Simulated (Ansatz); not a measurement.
The lowest singlet and triplet of C2H4 (SMILES C=C); geometries from B3LYP-D3(BJ)/def2-TZVP, each state relaxed from the structure named, with no frequency check.
Singlet at the triplet's geometry (charge 0, multiplicity 1):
```xyz
6

C     -0.721    -0.005    -0.020
C      0.721     0.005     0.020
H     -1.280     0.662    -0.670
H     -1.306    -0.681     0.597
H      1.317    -0.624    -0.635
H      1.270     0.643     0.707
```

A positive gap puts the triplet lower; no zero-point energy. R- takes a restricted singlet. U- takes an unrestricted singlet (broken symmetry where lower, unprojected). The triplet is unrestricted in single-reference levels.

Programs: Ansatz (Gaussian basis) for Hartree–Fock, density functionals and correlated methods. Each number belongs to the level named beside it.

Task: One of these levels gives 1.475 eV for the gap E(singlet) − E(triplet), vertical, at the triplet's geometry. Which one is it?
A. R-SVWN5/def2-TZVPP
B. R-HF/cc-pVDZ
C. R-PBE0/def2-TZVPP
D. U-BHLYP/def2-TZVPP (spin-contaminated)

Result: C, R-PBE0/def2-TZVPP. The others give 2.861 (R-HF/cc-pVDZ), 0.837 (R-SVWN5/def2-TZVPP), -0.053 (U-BHLYP/def2-TZVPP (spin-contaminated))

Doubts at one or more of the structures used: a restricted determinant that unrestricted orbitals would lower (R-HF/cc-pVDZ, R-SVWN5/def2-TZVPP, R-PBE0/def2-TZVPP).

Ansatz is an electronic-structure program.
